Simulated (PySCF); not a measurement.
Excitations are Tamm–Dancoff values on a coarser integration grid. The basis has no diffuse functions, so Rydberg states are missing or too high.

Cartesian coordinates (Å):
SMILES: B/C(C)=C/C
```xyz
14

B      2.0004    -0.7145    -0.2480
C      0.6220    -0.0714    -0.0428
C      0.4425     1.3926     0.2819
C     -0.4577    -0.8677    -0.1642
C     -1.8713    -0.4078     0.0004
H      3.0028    -0.0738    -0.1616
H      2.0692    -1.8778    -0.4993
H      1.4000     1.9077     0.3315
H     -0.1722     1.8958    -0.4695
H     -0.0623     1.5282     1.2424
H     -0.2973    -1.9156    -0.3975
H     -2.0194     0.0299     0.9915
H     -2.5866    -1.2164    -0.1303
H     -2.1042     0.3805    -0.7210
```
Charge 0, multiplicity 1.

What brightest of the four lowest singlets (TDA), T1 excitation (TDA), S1–T1 gap (TDA), dipole moment and HOMO–LUMO gap does PBE-D3(BJ)/def2-TZVP // M06-2X/def2-TZVP (PySCF 2.14.0) give?


| Quantity | Value |
|---|---|
| brightest of the four lowest singlets (TDA) | 5.37 eV |
| T1 excitation (TDA) | 3.21 eV |
| S1–T1 gap (TDA) | 1.66 eV |
| dipole moment | 2.15 D |
| HOMO–LUMO gap | 3.85 eV |
